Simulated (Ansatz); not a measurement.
Consider the ligand exchange at a B–O bond: `CB(C)O` + CH₃SH → `CSB(C)C` + H₂O.

Gas-phase electronic energies from Ansatz, PBE0-D4/def2-TZVP geometries. CCSD(T)/CBS adds triple-zeta CCSD(T) − MP2 to the extrapolated MP2 energy (def2 sets, frozen cores). This one scheme is used for every species. DFT in def2-TZVPP. B3LYP here is the variant with VWN-RPA as its local correlation; programs differ in this. One conformer a species, not always the lowest.

```
       level  ΔE (kJ/mol)
    B3LYP-D4         48.2
  r2SCANh-D4         44.4
    BHLYP-D4         52.2
      revPBE         47.4
        BLYP         59.6
      r2SCAN         46.0
     r2SCANh         46.5
MP2/def2-SVP         60.1
```

Question: What does CCSD(T)/CBS give? (Best estimate.)

Answer: Ansatz gave: +41.2 kJ/mol. The listed levels differ from it by 7.0, 3.2, 11.0, 6.2, 18.4, 4.8, 5.3, 18.9 kJ/mol.

Largest T1 diagnostic among the species: 0.012.

At CCSD(T), def2-SVP lies +22.9 kJ/mol from the extrapolated value and def2-TZVPP +5.1 kJ/mol. Leaving LDA and LC-ωPBE aside and taking each functional with its dispersion term where it has one, the values, not all of them listed here, spread over 22.0 kJ/mol, from revPBE-D4 to CAM-B3LYP-D4.
